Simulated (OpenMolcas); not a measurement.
**Ti: effect of the active space**

```yaml
Program: OpenMolcas
Method: CASSCF
Basis: ANO-R3
Scalar_Hamiltonian: X2C, finite nucleus
Spin-orbit_coupling: RASSI with atomic mean-field integrals over the reference wave functions, term energies averaged over their components
```

A. 2 electrons in 5 orbitals (3d); 2S+1 = 3 even, 10 roots; 2S+1 = 1 even, 15 roots; cost about 8 core-seconds
B. 4 electrons in 6 orbitals (3d 4s); 2S+1 = 5 even, 10 roots; 2S+1 = 3 even, 45 roots; 2S+1 = 1 even, 23 roots (14 in the spin-orbit step); cost roughly 70 core-seconds

Energies in cm-1 above 3d2 4s2 3F2, the measured ground level; measured values from NIST Handbook of Basic Atomic Spectroscopic Data.

```csv
Level,A,B,Measured
3d2 4s2 3F2,0.0,0.0,0.0
3d2 4s2 3F3,180,146,170
3d2 4s2 3F4,414,333,387
3d2 4s2 1D2,10587,3801,7255
3d2 4s2 3P0,12727,7955,8437
3d2 4s2 3P1,12789,8026,8492
3d2 4s2 3P2,12919,8128,8602
3d2 4s2 1G4,16279,8870,12118
```

B puts 3d3 4s 5F1 lowest.

Deviations, from unrounded energies. A percentage is the sum of absolute deviations over the sum of measured energies, with the sign that they share, or ± where signs differ.

```json
{"Against measurement": "mean absolute deviation (cm-1)", "Levels": "7", "A": "2900", "B": "1200"}
{"Against measurement": "fine structure of the ground term (%)", "Levels": "2", "A": "+6.6", "B": "-13.9"}
{"Against measurement": "other terms of the ground configuration (%)", "Levels": "5", "A": "+45.4", "B": "-18.1"}
```

B lies closest to measurement on these levels. The largest miss of B in the table is 3d2 4s2 1D2, by -3500 cm-1. The ranking rests on the paired levels alone, and a cruder setting can come out closer through cancelling errors.

The spin-orbit steps hold different terms of 3d2 4s2 (B lacks 1S), which shifts levels as well.

Between A and B the level of the table that moves most is 3d2 4s2 1G4, by 7400 cm-1 (lowest in B, highest in A).

Without dynamic correlation excited terms often stand tens of per cent too high (terms of higher spin than the ground term too low), and those without a measured partner can miss by more than the paired ones. With the s shell closed, the reference lacks s² → p², s² → d² and s → d mixing, so excited terms can stand far too high and out of order, with CASPT2 too (holds for A). Some high roots are left out of the spin-orbit mixing, which shifts the levels that they would mix with (holds for B). The lowest computed level is not the ground level that NIST lists (3F2) (holds for B). Configurations are named by rounded mean occupations; where the s occupation lies near a half they are strongly mixed, a name can repeat and a true partner stay unpaired (holds for B). Measured partners are found by configuration, term and J. A level has none where our copy of the source lacks it or the pairing is in doubt (some pairs that miss far off the trend of their configuration count as doubtful), and it then counts in no deviation. Levels of configurations outside the active space are missing. Levels that lie high or do not pair safely by name in every column are left out.
